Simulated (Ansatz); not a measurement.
System: MgBr, net charge 0, doublet state. 
Structure (B3LYP-D3(BJ)/def2-TZVP (Ansatz, a quantum-chemistry and plane-wave program) minimum search):
SMILES: [Mg][Br]
```xyz
2

Mg     0.0000     0.0000    -1.7741
Br     0.0000     0.0000     0.6083
```
Charge 0, spin multiplicity 2.

Property: atomisation energy (electronic, to ground-state atoms), in kJ/mol. Valence correlation only, unless marked. Open shells are spin-unrestricted. Spin-orbit coupling is left out. Frozen are the shells of the preceding noble gas and the d and f shells that filled before the atom's block. No relativistic terms. The coupled-cluster limit lacks core correlation, which all-electron functionals hold. Basis-set limits of correlation are two-point, X^-3; Hartree-Fock from the larger set.

| level | program | atomisation energy (kJ/mol) |
|---|---|---|
| SVWN5/def2-TZVPD | Ansatz | 311.9 |
| PBE-D3(BJ)/def2-TZVPD | Ansatz + dftd3 | [?] |
| r2SCAN-D3(BJ)/def2-TZVPD | Ansatz + dftd3 | 306.1 |
| B97M-V/def2-TZVPD | Ansatz | 271.5 |
| PBE0/def2-TZVP | Ansatz | 279.8 |
| r2SCAN0-D4/def2-TZVPD | Ansatz + dftd4 | 298.3 |
| B2GP-PLYP/def2-TZVPD | Ansatz | [?] |
| RPA@PBE/def2-QZVPP | Ansatz | [?] |
| CCSD(T)/CBS(def2-TZVPPD,def2-QZVPPD) | Ansatz | 281.4 |

**Question.** What belongs in the gaps?

**Answer.** 
- PBE-D3(BJ)/def2-TZVPD, atomisation energy (kJ/mol): 281.6
- B2GP-PLYP/def2-TZVPD, atomisation energy (kJ/mol): 270.5
- RPA@PBE/def2-QZVPP, atomisation energy (kJ/mol): 236.7
